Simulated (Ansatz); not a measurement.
Species: Si2H4, charge 0, triplet. Si2H4 (SMILES [SiH][SiH3], triplet).
B3LYP-D3(BJ)/def2-TZVP minimum from Ansatz (a quantum-chemistry and plane-wave program):
```
Si
H 1 1.4804
H 1 1.4844 2 109.21
H 1 1.4844 2 109.21 3 118.63
Si 1 2.3277 2 107.05 3 -120.69
H 5 1.4907 1 121.55 2 180.00
```
Charge 0, spin multiplicity 3.

Wanted: atomisation energy (electronic, to ground-state atoms), in kcal/mol. UHF or UKS for unpaired electrons; spin-orbit terms are left out. CBS(X,Y): correlation extrapolated as X^-3, Hartree-Fock from the larger set. A bracket is a step between two methods taken in the basis named. The functionals are non-relativistic, so their misses hold any scalar relativity. 'core' is core correlation in cc-pwCVTZ (1s frozen past Ne), 'X2C' scalar relativity in cc-pVTZ-DK, both at CCSD(T). Where a partner has so few electrons that a lower coupled-cluster level is exact, that level stands in. The spin of H4Si2 ([SiH][SiH3], triplet) was assumed, and the state is the lowest solution found for it.

CCSD(T)/CBS(cc-pV(T+d)Z,cc-pV(Q+d)Z) + [CCSDT(Q) - CCSD(T)]/cc-pV(T+d)Z + core + X2C (Ansatz) gives 351.9 kcal/mol.

Question: How far off this value is PBE/def2-TZVPD (Ansatz), in which direction, and how far these levels: r2SCAN/def2-TZVPD, B3LYP/def2-TZVPD, PBE0/def2-TZVPD, wB97M-V/def2-TZVPD, CCSD(T)/CBS(cc-pV(T+d)Z,cc-pV(Q+d)Z) + core + X2C?

Answer: PBE gives 346.7 kcal/mol, 5.2 kcal/mol below it. Differences of the others: r2SCAN/def2-TZVPD (Ansatz) 4.9; B3LYP/def2-TZVPD (Ansatz) -3.2; PBE0/def2-TZVPD (Ansatz) -4.0; wB97M-V/def2-TZVPD (Ansatz) -2.2; CCSD(T)/CBS(cc-pV(T+d)Z,cc-pV(Q+d)Z) + core + X2C (Ansatz) -0.2 kcal/mol.
